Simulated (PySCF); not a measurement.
Some computed properties have been withheld. Give your best values.

C5H5O3 (doublet state).
Z-matrix (Å and degrees, PBE0-D3(BJ)/def2-SVP geometry), rows numbered from 1:
```
O 
C   1  1.2014
O   2  1.3365  1  123.27
C   2  1.5271  1  123.81  3  -176.92
C   4  1.4998  2  110.71  1    90.69
O   5  1.3617  4  111.01  2   118.01
C   6  1.3616  5  107.12  4     5.03
C   7  1.3370  6  113.54  5    -2.94
H   3  0.9700  2  106.36  1    -0.59
H   4  1.1083  2  104.62  1   -30.22
H   5  1.0876  4  129.10  2   -41.50
H   7  1.0888  6  115.25  5   177.20
H   8  1.0877  4  125.42  2    62.78
```

| property | level | value |
| --- | --- | --- |
| point group | PBE0-D3(BJ)/def2-SVP | C1 |
| rotational constants A, B, C | PBE0-D3(BJ)/def2-SVP | ? |
| dipole moment | PBE0-D3(BJ)/def2-SVP | ? |
| isotropic g value | unrestricted B3LYP/IGLO-III on C O, pcH-1 on H, mean-field spin–orbit | 2.00304 |
| spin squared ⟨S²⟩ | unrestricted B3LYP/IGLO-III on C O, pcH-1 on H | ? |
| largest isotropic hyperfine couplings (means over sets of like nuclei) | unrestricted B3LYP/IGLO-III on C O, pcH-1 on H | 1H +146.1 (H10), 13C +118.5 (C5), 13C +96.9 (C2), 1H -52.3 (H11), 13C -30.9 (C4) MHz |

The electronic properties come from PySCF, for the isolated species, density fitting.

(1) Give the dipole moment.

(2) What is the spin squared ⟨S²⟩?

(3) The rotational constants A, B, C?

## Answers

(1) 1.81 D.

(2) 0.756.

(3) 4.615, 1.589, 1.431 GHz.

The rotational constants make it an asymmetric top with κ = (2B − A − C)/(A − C) = -0.90, nearer the prolate limit (−1). With B = h/(8π²I), that is 505.379 GHz u Å² over I, the principal moments of inertia are 109.5, 318.1 and 353.2 u Å² (most abundant isotopes). At 9.50 GHz, hν = g·μB·B₀ (B₀ the magnetic field) puts the centre of the isotropic spectrum, to first order, at 338.9 mT. The dipole matches unit charges of opposite sign 0.38 Å apart (1 e·Å = 4.8032 D). g_iso is shifted by about +720 ppm from the free-electron value 2.002319.

For the geometry optimisation (PBE0-D3(BJ)/def2-SVP), on one thread of an Arm Neoverse V1, no GPU (shared host), this took 1.8 min wall.

One conformer stands for the species.
